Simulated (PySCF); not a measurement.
**InBr⁺: energy against distance**

Set-up: PySCF, scalar-relativistic core potentials, basis sets In def2-TZVPPD with ECP28, Br def2-TZVPPD. Energies in eV from In⁺ + Br in their ground configurations at the same level. State: ²Σ⁺ (doublet), unpaired electrons σ ↑.

| R (Å) | BHandHLYP | r²SCANh | r²SCAN | B2PLYP |
| --- | --- | --- | --- | --- |
| 2.126 | 0.5761 | 0.0781 | 0.0579 | 0.5085 |
| 2.225 | 0.0405 | -0.4234 | -0.4499 | -0.0309 |
| 2.324 | -0.2324 | -0.6655 | -0.6986 | -0.3084 |
| 2.398 | -0.3228 | -0.7328 | -0.7705 | -0.4015 |
| 2.472 | -0.3500 | -0.7351 | -0.7767 | -0.4295 |
| 2.546 | -0.3374 | -0.6946 | -0.7391 | -0.4154 |
| 2.645 | -0.2886 | -0.6045 | -0.6507 | -0.3611 |
| 2.769 | -0.2131 | -0.4733 | -0.5178 | -0.2756 |
| 2.917 | -0.1336 | -0.3297 | -0.3682 | -0.1843 |
| 3.115 | -0.0621 | -0.1904 | -0.2177 | -0.1011 |

**Question.** Put a parabola through the three lowest points of the BHandHLYP curve and estimate Re, k and ωe (reduced mass 46.79 u; 1 eV/Å² = 0.16022 mdyn/Å; ωe = 1302.8·√(k/μ) cm⁻¹).

**Answer.** Through R = 2.398, 2.472, 2.546 Å the second-order coefficient is 3.63 eV/Å², so Re ≈ 2.486 Å, k ≈ 1.16 mdyn/Å and ωe ≈ 206 cm⁻¹. A polynomial fit of higher order to the unrounded BHandHLYP energies gives Re = 2.480 Å, k = 1.08 mdyn/Å, ωe = 198 cm⁻¹; anharmonicity and rounding make the difference.

The higher-order fit for each curve: BHandHLYP: Re = 2.480 Å, ωe = 198 cm⁻¹, De = 0.350 eV; r²SCANh: Re = 2.437 Å, ωe = 235 cm⁻¹, De = 0.74 eV; r²SCAN: Re = 2.442 Å, ωe = 233 cm⁻¹, De = 0.78 eV; B2PLYP: Re = 2.479 Å, ωe = 205 cm⁻¹, De = 0.430 eV.

Correlated steps freeze 13 core orbitals. Spin–orbit coupling is left out, which matters for elements this heavy, above all for dissociation energies. For an ion De counts to the pair picked by the measured ionisation energies or electron affinities, which need not be the lowest pair at this level. B2PLYP dipoles, levels and charges come from its SCF part alone. The state is the lowest determinant that a PBE0 search found; another state may lie lower at other levels.
